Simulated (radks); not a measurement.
Excited configurations of the manganese ion Mn3+: one electron is placed in a higher orbital outside [Ar] 3d3. The ground configuration is [Ar] 3d4. Calculated with a radial shooting solver on a logarithmic mesh with Libxc functionals: Dirac Kohn-Sham, LDA (Slater exchange, Perdew-Wang correlation), spin-unpolarised, spherical densities, point nucleus; open shells are shared between the two j in proportion to 2j + 1. Excitation = E - E(ground); binding = E(ion) - E, where the ion is the core of charge +4; n* = 4/sqrt(2 binding) in atomic units, and the quantum defect is n - n*. Eigenvalue and <r> are those of j = l + 1/2.

| outer orbital | excitation (eV) | binding (eV) | n* | quantum defect | eigenvalue (eV) | <r> (bohr) |
|---|---|---|---|---|---|---|
| 4s | 13.312 | 37.734 | 2.402 | 1.598 | -33.151 | 2.249 |
| 4f | 37.120 | 13.926 | 3.954 | 0.046 | -11.751 | 4.276 |
| 5s | 32.307 | 18.740 | 3.408 | 1.592 | -16.682 | 4.448 |
| 5p | 34.901 | 16.145 | 3.672 | 1.328 | -14.277 | 4.942 |
| 5d | 38.840 | 12.207 | 4.223 | 0.777 | -10.717 | 6.073 |
| 5f | 41.862 | 9.184 | 4.869 | 0.131 | -7.987 | 7.432 |
| 6p | 40.994 | 10.053 | 4.654 | 1.346 | -8.973 | 8.052 |
| 6d | 42.965 | 8.081 | 5.190 | 0.810 | -7.186 | 9.572 |
| 7d | 45.300 | 5.747 | 6.155 | 0.845 | -5.150 | 13.79 |

The Delta-SCF ionisation energy is 51.046 eV (NIST Atomic Spectra Database: 51.2 eV, semi-empirical). Self-interaction in the functional shifts the binding energies and quantum defects, so they are the method's values and not measured ones. Spin polarisation and multiplet splitting are left out, so open shells lie too high by an amount that depends on their filling.

Beside tabulated values, note that spin-unpolarised runs miss the spin-polarisation part of the exchange energy of open shells.
